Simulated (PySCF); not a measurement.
Computed data sheet: `CO[C@@H]1[C@@H](F)C[S@@]1=O`

C4H7FO2S.
SMILES with atom numbers: `[CH3:1][O:2][C@@H:3]1[C@@H:4]([F:5])[CH2:6][S@@:7]1=[O:8]` (hydrogens: H9, H10, H11 on C1; H12 on C3; H13 on C4; H14, H15 on C6)

Some functional groups and rings: ether, sulfoxide and C–F bond.

GFN2-xTB geometry:

```yaml
Point_group_of_the_GFN2-xTB_geometry: C1
Rotational_constants_A_B_C_of_the_GFN2-xTB_geometry: 2.104, 1.690, 1.052 GHz
```

**B3LYP/def2-SVPD ground state and vertical TDDFT (core frozen in the response) (PySCF)**

```yaml
Dipole_moment: 2.41 D
HOMO_energy: -6.65 eV
LUMO_energy: -0.48 eV
HOMO–LUMO_gap: 6.17 eV
Lowest_singlet_excitation: 5.06 eV (245 nm, f = 0.015)
Strongest_line_among_the_8_lowest_singlet_transitions: S7 at 6.55 eV (189 nm, f = 0.052)
Lowest_triplet_excitation_Tamm–Dancoff: 4.36 eV
Static_isotropic_polarisability: 77.3 au
Electronic_spatial_extent_⟨r²⟩_about_the_centre_of_nuclear_charge: 1111 bohr²
```

Monoisotopic mass (most abundant isotopes): 138.0151 u.

No computed singlet falls in the visible range (750 to 380 nm, 1.65 to 3.26 eV); S1 lies 1.80 eV above its blue end. The vertical singlet–triplet gap S1 − T1 is 0.70 eV (TDDFT singlet less Tamm–Dancoff triplet; S1: HOMO→LUMO, weight 0.89; T1: HOMO→LUMO, weight 0.74). The 8 singlets span 5.06 to 6.74 eV, and their oscillator strengths add up to 0.19. The principal polarisabilities are 64.6, 80.5 and 86.7 au; their mean is the isotropic value. In atomic units the dipole is 0.95 e·bohr (1 au = 2.5417 D). The rotational constants make it an asymmetric top with κ = (2B − A − C)/(A − C) = 0.21, nearer the oblate limit (+1).

Isolated species at its GFN2-xTB geometry (one conformer only).

For the TDDFT job (B3LYP/def2-SVPD), hardware: an Arm Neoverse V1 with one thread, shared host. Cost: 50 s wall.

The values belong to the conformer `[CH3:1][O:2][C@@H:3]1[C@@H:4]([F:5])[CH2:6][S@@:7]1=[O:8]`: C1–O2–C3–C4 176°.
